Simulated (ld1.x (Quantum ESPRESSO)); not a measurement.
## Before and after: PAW potential for germanium (Ge)

Ge, PAW, made with ld1.x (Quantum ESPRESSO) 7.5 (PBEsol, scalar-relativistic). Core [Ar] 3d10, reference 4s2 4p2. Waves: 4s (bound): rcut 1.55, rcutus 2.05 bohr; 4s channel at 3.15 Ry: rcut 1.55, rcutus 2.05 bohr; 4p (bound): rcut 1.95, rcutus 2.30 bohr; 4p channel at 0.05 Ry: rcut 1.95, rcutus 2.30 bohr; 4d channel at 0.2 Ry: rcut 1.35, rcutus 1.85 bohr. Local part: all-electron potential smoothed inside 2.15 bohr (lloc = -1). Core correction: Bessel-smoothed model core inside 1.30 bohr. Augmentation charge: PSQ, inside the norm-conserving radii.

Change: all radii but the core radius scaled by about 0.91 (s 1.86, p 2.10, d 1.68 bohr, rcut 1.40/1.78/1.22); local potential all-electron potential smoothed inside 1.96 bohr (lloc = -1).

Cutoffs: the cutoffs (Ry, on a coarse ladder) from which the occupation-weighted sum of valence levels, in a spherical-Bessel basis at the reference potential, stays within 10 and 1 mRy of its value at 400 Ry; they do not see the model core or the augmentation charge, which bear on the density cutoff. Errors are all-electron minus pseudo energies relative to the spin-unpolarised reference configuration.

Problem. How do hardness, ghosts and transferability respond?

Solution. The potential gets harder (8 Ry and 12 Ry → 8 Ry and 15 Ry); the errors of the 7 common tests hardly move; neither file shows a bound ghost. A smaller radius makes the pseudo-wave follow the all-electron one further in, where it bends more sharply, so more plane waves are needed.

| quantity | base | changed |
| --- | --- | --- |
| cutoff, loose | 8 Ry | 8 Ry |
| cutoff, tight | 12 Ry | 15 Ry |
| bound ghosts | none | none |
| error for 4s2 4p1, meV [ΔE 7.45 eV] | -6.9 | -6.9 |
| error for 4s2 4p0, meV [ΔE 22.90 eV] | -58 | -58 |
| error for 4s1 4p0, meV [ΔE 57.69 eV] | -345 | -345 |
| error for 4s2 4p1.5, meV [ΔE 2.80 eV] | -1.3 | -1.3 |
| error for 4s2 4p2.3, meV [ΔE -0.88 eV] | 0.0 | 0.0 |
| error for 4s0 4p4, meV [ΔE 16.21 eV] | -44 | -45 |
| error for 4s1 4p2, meV [ΔE 16.18 eV] | -33 | -34 |
| lowest overlap eigenvalue by channel | s 0.56, p 0.71, d 1.00 | s 0.48, p 0.67, d 1.00 |
